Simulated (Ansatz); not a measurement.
Sn4H8. Charge 0, multiplicity 1. Geometry PBE-D4/def2-SVP, basis def2-TZVP, Ansatz.

```csv
atom,x (Å),y (Å),z (Å)
Sn1,-1.685,-2.094,0.353
Sn2,0.046,0.615,1.858
Sn3,1.203,1.074,-0.694
Sn4,-0.681,-0.619,-1.967
H5,0.061,-2.406,0.694
H6,1.264,2.803,-0.892
H7,-1.721,0.470,-2.847
H8,0.790,-0.333,3.103
H9,0.196,-1.491,-3.196
H10,-1.452,-0.420,1.441
H11,-0.867,1.859,2.663
H12,2.847,0.541,-0.516
```

```csv
run,HOMO (eV),LUMO (eV)
A,-5.62,-2.87
B,-8.32,-0.41
C,-8.01,-0.67
D,-5.43,-2.99
E,-6.21,-2.30
F,-6.34,-2.24
```

In the def2 sets Sn takes a core potential; there is no spin–orbit coupling. LC-ωPBE has ω = 0.4 bohr⁻¹. The structure comes from a short search, and lower isomers may exist.

Task: The runs used LC-ωPBE, PBE, PBE0, r2SCAN, r2SCAN0, ωB97M-V. Estimate which is which.

Result: A r2SCAN (0 % exact exchange); B LC-ωPBE (range-separated); C ωB97M-V (range-separated); D PBE (0 % exact exchange); E PBE0 (25 % exact exchange); F r2SCAN0 (25 % exact exchange). Exact exchange lowers occupied and raises empty levels; among semilocal functionals meta-GGAs tend to open the gap a little, and such runs are hard to tell apart. The gap grows from 2.44 eV (PBE) to 7.91 eV (LC-ωPBE).
